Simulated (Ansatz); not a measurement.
`O[SiH2][O][SnH3]`. Total charge 0; spin multiplicity 1. Sn takes the def2 core potential. All single points use the PBE0-D4/def2-TZVP geometry. It is one conformer, not always the lowest.

```xyz
10

O    -0.217    2.012   -0.620
Si   -1.092    0.620   -0.724
O    -0.194   -0.708   -0.475
Sn    1.021   -1.246    0.977
H     0.376    2.215   -1.346
H    -1.695    0.490   -2.075
H    -2.126    0.774    0.329
H     2.546   -0.593    0.590
H     0.999   -2.945    0.918
H     0.383   -0.617    2.426
```

Problem. What is the dipole moment at PBE/def2-TZVPP? (Estimate.)

Solution. Computed: 1.93 D, with components (1.79, -0.65, 0.31) D in this frame, pointing from negative to positive charge.

Problem. And with r2SCAN, B3LYP, ωB97M-V? (An estimate is asked.)

Solution. The calculation gave: r2SCAN 1.99 D, B3LYP 1.96 D, ωB97M-V 2.04 D.

Problem. Give the Mulliken charges with PBE, r2SCAN, B3LYP in def2-TZVPP. (Estimate.)

Solution. Ansatz gave: 
```json
{"atom": "O1", "PBE": "-0.36", "r2SCAN": "-0.43", "B3LYP": "-0.41"}
{"atom": "Si2", "PBE": "0.50", "r2SCAN": "0.62", "B3LYP": "0.60"}
{"atom": "O3", "PBE": "-0.52", "r2SCAN": "-0.62", "B3LYP": "-0.60"}
{"atom": "Sn4", "PBE": "0.71", "r2SCAN": "0.77", "B3LYP": "0.79"}
{"atom": "H5", "PBE": "0.19", "r2SCAN": "0.20", "B3LYP": "0.18"}
{"atom": "H6", "PBE": "-0.10", "r2SCAN": "-0.11", "B3LYP": "-0.11"}
{"atom": "H7", "PBE": "-0.10", "r2SCAN": "-0.11", "B3LYP": "-0.11"}
{"atom": "H8", "PBE": "-0.11", "r2SCAN": "-0.12", "B3LYP": "-0.12"}
{"atom": "H9", "PBE": "-0.11", "r2SCAN": "-0.11", "B3LYP": "-0.12"}
{"atom": "H10", "PBE": "-0.10", "r2SCAN": "-0.10", "B3LYP": "-0.11"}
```

B3LYP here is the variant with VWN-RPA as its local correlation; programs differ in this.
